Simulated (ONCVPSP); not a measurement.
**boron (B), ONCV: configuration errors across variants**

B, optimised norm-conserving Vanderbilt (ONCV), made with ONCVPSP 4.0.1 (PBEsol, scalar-relativistic). Core [He], reference 2s1 2p2. Waves: 2s: rc 1.70 bohr, ncon 4, nbas 8, qcut 4.8 1/bohr, 1 projector; 2p: rc 2.80 bohr, ncon 4, nbas 8, qcut 4.7 1/bohr, 2 projectors, debl 1.9 Ha; d scattering state at 0.19 Ha: rc 2.30 bohr, ncon 4, nbas 7, qcut 4.4 1/bohr, 1 projector. Local part: polynomial inside 1.25 bohr (lpopt 5, dvloc0 0 Ha). Core correction: none.

All-electron excitation energies from the reference (eV): (1) 2s2 2p1 -5.819; (2) 2s2 2p0 2.320; (3) 2s1 2p0 27.582; (4) 2s2 2p0.5 -2.964.

Errors AE − PS in meV (a dash: test not solved or not reliable):

| change | (1) | (2) | (3) | (4) | bound ghosts | GHOST(+) flags above zero |
| --- | --- | --- | --- | --- | --- | --- |
| base | -7.2 | +123 | +400 | +26 | none | none |
| s: qcut 3.9; p: qcut 3.8; d: qcut 3.6 | -14 | +165 | +542 | +32 | none | none |
| s: qcut 5.2; p: qcut 5.1; d: qcut 4.8 | -6.3 | +107 | +354 | +22 | none | none |
| s: qcut 6.1; p: qcut 5.9; d: qcut 5.6 | -6.6 | +80 | +286 | +15 | none | none |
| s: qcut 7; p: qcut 6.8; d: qcut 6.4 | -6.6 | +64 | +246 | +10.0 | none | none |

Give the same row for: s: qcut 3.3; p: qcut 3.3; d: qcut 3.1.

-22, +199, +667, +35; bound ghosts: none; GHOST(+) flags above zero: none.
